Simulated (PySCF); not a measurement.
C₆ coefficients of unlike pairs at wB97X-V

Calculated with PySCF 2.14 from the dipole response of each species, C₆(A,B) = (3/π) ∫ α_A(iu) α_B(iu) du, in atomic units, from isotropic polarisabilities. For ions this is the dispersion term alone; charge-induced terms of lower order in 1/R come first.

```tsv
species	configuration	basis	relativity	α (bohr³)	C₆ (like pair)
P²⁺	[Ne] 3s2 3p1 (2P)	x2c-QZVPPall with one added diffuse shell each of s, p, d, f type (10s7p5d3f1g)	spin-free X2C	9.294	33.73
Ge²⁺	[Ar] 3d10 4s2 (1S)	aug-cc-pVTZ-PP with one added diffuse shell each of s, d, f type with ECP10MDF (7s5p5d3f)	core potential	10.90	41.18
V⁺	[Ar] 3d4 (5D)	aug-cc-pVTZ (8s7p5d3f2g)	none	15.17	56.52
```

**Question.** Estimate C₆ for V⁺ with P²⁺.

**Answer.** The integral gives 43.03. The combination rule 2 C_A C_B / (C_A α_B/α_A + C_B α_A/α_B) gives 42.51 and the geometric mean 43.66.

No spin-orbit coupling is included.

The other pairs:

```tsv
pair	C₆
Ge²⁺, P²⁺	37.21
V⁺, Ge²⁺	47.69
```
